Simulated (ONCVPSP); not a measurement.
Ba, ONCV: configuration errors across variants

| Quantity | Value |
| --- | --- |
| Element | barium |
| Generator | ONCVPSP 4.0.1 |
| Type | optimised norm-conserving Vanderbilt (ONCV) |
| Functional | LDA (Perdew-Wang 92) |
| Relativity | scalar-relativistic |
| Frozen core | [Kr] 4d10 |
| Valence charge | 10 |
| Reference configuration | 5s2 5p6 6s1.75 (charge +0.25) |
| Partial waves | 5s+6s: rc 2.60 bohr, ncon 5, nbas 9, qcut 4.1 1/bohr, 3 projectors, debl 1.4 Ha; 5p: rc 3.20 bohr, ncon 4, nbas 7, qcut 3.6 1/bohr, 1 projector; d scattering state at 0.37 Ha: rc 2.60 bohr, ncon 3, nbas 7, qcut 3.5 1/bohr, local; f scattering state at 0.37 Ha: rc 3.25 bohr, ncon 5, nbas 8, qcut 3.9 1/bohr, 2 projectors, debl 0.6 Ha |
| Local potential | the d channel |
| Core correction | none |

In the d channel the program set the typed energies aside and used 0.050 Ha.

All-electron excitation energies from the reference (eV): (1) 5s2 5p6 6s2 -0.969; (2) 5s2 5p6 6s1 4.570; (3) 5s2 5p6 6s0 14.736; (4) 5s2 5p6 6s1.5 1.240.

2 further variants failed, have other tests or another functional or relativity, and are left out.

Errors AE − PS in meV (a dash: test not solved or not reliable):

| change | (1) | (2) | (3) | (4) | bound ghosts | GHOST(+) flags above zero |
| --- | --- | --- | --- | --- | --- | --- |
| base | +0.1 | -0.4 | -0.9 | -0.1 | none | s, f |
| f: rc 3.16 | +0.1 | -0.4 | -0.9 | -0.1 | none | s, f |
| f: debl 3.35 | +0.1 | -0.4 | -0.9 | -0.1 | none | s |

Q: Give the same row for: all radii scaled by about 0.91 (s 2.36, p 2.90, d 2.36, f 2.94 bohr).

A: +0.1, -0.4, -0.6, -0.1; bound ghosts: none; GHOST(+) flags above zero: s, f.
